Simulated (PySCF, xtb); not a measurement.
Ga(Cl)(Br)(OH) (BrClGaHO), SMILES [OH][Ga]([Cl])[Br]. One conformer was computed; it need not be the lowest.

Harmonic wavenumbers (cm⁻¹) from GFN2-xTB run with xtb at its own minimum, in rising order: 89, 119, 138, 282, 331, 391, 490, 580, 3632.

**Question.** What does PBE0-D3(BJ)/def2-SVP run with PySCF give at its own minimum? (An estimate is asked for; the answer gives what the named calculation found.)

**Answer.** 106, 151, 160, 310, 350, 440, 736, 828, 3898. Paired by order, the mean absolute difference is 103 cm⁻¹ and the zero-point energies are 8.7 and 10.0 kcal/mol.
